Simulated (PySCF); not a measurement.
Zn(Me)2 (C₂H₆Zn), SMILES [CH3][Zn][CH3].

The structure is a stationary point at r2SCAN-D4/def2-SVP. A frequency run showed that this geometry is not a minimum. The isomer is the one that the SMILES or the coordinates give; other isomers of the formula were not compared.

Level of theory: IEF-PCM-ωB97X/def2-SVP in PySCF.

The values are the electrostatic part of the solvation free energy, E(continuum) − E(gas) at the gas-phase geometry, in a cavity of scaled van der Waals radii (PySCF's table); cavitation and dispersion terms are not included. A continuum can't describe solvent molecules that bind to the metal. In vacuum the orbital gap is 11.75 eV. The dipole moment in vacuum is 0.00 D.

```tsv
solvent	ε	ΔG(elec) (kcal/mol)	dipole (D)	gap (eV)
water	78.36	-6.6	0.00	11.84
benzene	2.27	-2.8	0.00	11.78
acetonitrile	35.69	-6.5	0.00	11.84
```
